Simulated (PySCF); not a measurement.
C₅H₇F, SMILES CC1=CC[C@@H]1F.

The structure is a stationary point at B3LYP-D3(BJ)/def2-SVP. The structure was generated by enumeration; whether it is a known compound was not checked.

Vertical ionisation energy (IE) and electron affinity (EA) in eV. Rows of orbital energies are one-electron estimates. Where ΔSCF, EOM or ADC give a negative EA the extra electron is unbound and the value depends on the basis.

```csv
level,IE,EA
"−ε(HOMO), −ε(LUMO), PBE0/def2-TZVP (PySCF)",7.26,-0.09
"−ε(HOMO), −ε(LUMO), PBE/def2-TZVP (PySCF)",6.14,0.95
```
